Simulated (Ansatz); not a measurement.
AlI₃, charge -1, doublet, at a GFN2-xTB geometry (such geometries of metal compounds can be far from the true shape) (a state made from the parent by changing its charge; the spin is typed, not shown lowest) (core potentials on I) (a gas-phase anion, which may not be bound at this level); REVPBE/def2-SVP in Ansatz (a quantum-chemistry and plane-wave program).

Here is a job for Ansatz.
Ansatz 0.2 input:
```yaml
crystal:
  periodic: [false, false, false]
  atoms:
    - {symbol: Al, position_ang: [-0.00005548, -0.01804802, 0.00950175]}
    - {symbol: I, position_ang: [-2.21432464, -1.52782833, -0.06927200]}
    - {symbol: I, position_ang: [0.00722505, 2.35047760, -1.23745696]}
    - {symbol: I, position_ang: [2.20711320, -0.81822240, 1.30439834]}
basis:
  gaussian:
    orbitals: def2-SVP
hamiltonian:
  xc: revpbe
total_charge: -1
magnetization: {spin_polarized: true, initial_magnetization: 1}
accuracy: high
```

It wrote (shortened):

```
Functional definition: revPBE
2224 factors; integrals over basis functions are off by at most 2.0e-8 eV
mean field evaluation 1: about -30904.8235 eV, gradient 7.0e0 eV
mean field evaluation 2: about -30903.6991 eV, gradient 1.4e1 eV
mean field evaluation 4: about -30905.2078 eV, gradient 1.9e-1 eV
mean field evaluation 8: about -30905.2063 eV, gradient 3.7e-3 eV
mean field evaluation 16: about -30905.2063 eV, gradient 7.9e-6 eV
mean field evaluation 32: about -30904.4656 eV, gradient 4.1e-1 eV
mean field -30905.20627273 eV, -1135.7453822216 hartree, gradient 3.3e-8 eV, S^2 0.754167; 4 other end points of the search recorded, 0 dependent functions left out
reference -30905.20627623 eV, -1135.7453823503 hartree; 45, 44 occupied and 51, 52 virtual orbitals, 2224 factors
Total energy: -30905.20627623 eV, -1135.7453823503 hartree
```
